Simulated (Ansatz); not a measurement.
Consider the ligand exchange at the Si–O bond: `[SiH3][O][GaH][Br]` + `OB(O)O[SiH3]` → `OB(O[SiH3])O[SiH3]` + `[OH][GaH][Br]`.

Isolated molecules relaxed with PBE0-D4/def2-TZVP in Ansatz; ΔE leaves out vibrations. CCSD(T)/CBS adds triple-zeta CCSD(T) − MP2 to the extrapolated MP2 energy (def2 sets, frozen cores). For Br, Ga outer-core shells are correlated without core-valence functions, which leaves a few kJ/mol of doubt a bond. Scalar relativity is left out up to krypton. Each species was taken in one conformer, which may not be the lowest.

```json
{"level": "SCS-MP2/def2-TZVPP", "ΔE (kJ/mol)": "26.1"}
{"level": "CCSD(T)/def2-TZVPP", "ΔE (kJ/mol)": "25.0"}
```

Question: What does CCSD(T)/CBS give? (Best estimate.)

Answer: Ansatz gave: +22.5 kJ/mol. The listed levels differ from it by 3.6, 2.5 kJ/mol.

Largest T1 diagnostic among the species: 0.012.

In def2-TZVPP, CCSD(T) changes the Hartree–Fock value by −4.0 kJ/mol (the triples alone add −0.7 kJ/mol) and MP2 by −3.5 kJ/mol.
